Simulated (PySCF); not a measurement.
SMILES N#C/C=C\C#C (C₅H₃N), singlet, CAM-B3LYP/def2-SVP optimised geometry. Atoms within 1.6 Å of the plane z = 0.0 Å (x, y, z in Å): C1 (1.72, 1.24, 0.00), C2 (0.51, 1.24, 0.00), C3 (-0.91, 1.27, 0.00), C4 (-1.71, 0.19, -0.04), C5 (-1.22, -1.16, -0.10), N6 (-0.86, -2.25, -0.15), H7 (2.79, 1.23, 0.00), H8 (-1.39, 2.25, 0.04), H9 (-2.79, 0.31, -0.04).

Computed with PySCF with CAM-B3LYP/def2-TZVP. Cells within 0.4 Å of a nucleus heavier than hydrogen are left out (blank, or x).

Map of the electron localisation function on the plane z = 0.0 Å:

```
|0000000000000000000000000000000|
|0000000000000000000000000000000|
|0000000000000000000000000000000|
|0000000000000000000000000000000|
|0000000001341000000000000000000|
|0000000038997100001110000000000|
|0000000289999400024432100000000|
|0000000399999600146653211000000|
|0000000189999722467765555410000|
|0000000039999745678876789971000|
|0000000003894478348825999995000|
|000035310142xx98xx7xxx999997000|
|000499984377xx88xx86xx999997000|
|0008999995598567578866899994000|
|001899999xx36313578876678850000|
|001899999xx24100257654333200000|
|0004899865797410013432110000000|
|0000243237987641000111000000000|
|00000000264xx564100000000000000|
|00000000364xx776300000000000000|
|0000000147888876410000000000000|
|000000024678xx76420000000000000|
|000000013576xx88631000000000000|
|0000000124788998741000000000000|
|0000000024789998741000000000000|
|0000000013689998620000000000000|
|0000000002467876300000000000000|
|0000000000134542000000000000000|
|0000000000000000000000000000000|
|0000000000000000000000000000000|
|0000000000000000000000000000000|
```
Scale: ten equal steps from 0.000 (start of '0') to 1.000 (end of '9'), in the order '0123456789'; x runs from -5.00 to 5.00, y from -5.00 (bottom) to 5.00 (top).
